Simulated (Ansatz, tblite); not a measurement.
Cost and result up the ladder for B(phosphinine)H3 (C₅H₈BP) (15 atoms). Charge 0, multiplicity 1. Geometry: PBE0-D4/def2-SVP.

```tsv
atom	x (Å)	y (Å)	z (Å)
B1	1.893	0.053	2.029
P2	0.571	0.034	0.646
C3	0.466	1.073	-0.711
C4	-0.525	0.932	-1.679
C5	-1.514	-0.053	-1.643
C6	-1.607	-0.999	-0.620
C7	-0.732	-1.063	0.460
H8	1.207	1.873	-0.800
H9	-0.530	1.637	-2.516
H10	-2.248	-0.084	-2.450
H11	-2.418	-1.732	-0.668
H12	-0.868	-1.828	1.229
H13	1.300	-0.364	3.011
H14	2.239	1.221	2.087
H15	2.766	-0.701	1.625
```

Ansatz on 4 threads of Intel Xeon on a shared host; xTB runs through tblite on one thread. Times are rough, summed over both states, and most runs start from the orbitals of an earlier one. PBE0-D4/def2-TZVP serves as the yardstick here, not as an exact answer. The other state is a triplet.

The xTB rows come from tblite.

xTB has no spin-polarisation term.

```
                         level  functions  wall time  vertical triplet (eV)  difference from PBE0-D4/def2-TZVP (eV)
                      GFN2-xTB         41    0.054 s                   3.27                                   -0.03
                      GFN1-xTB         49    0.081 s                   3.46                                    0.16
PBE-D4/def2-TZVP (with forces)        271       21 s                   3.31                                    0.00
             PBE0-D4/def2-TZVP        271       60 s                   3.30                                    0.00
           r2SCAN-D4/def2-TZVP        271       62 s                   3.23                                   -0.08
```
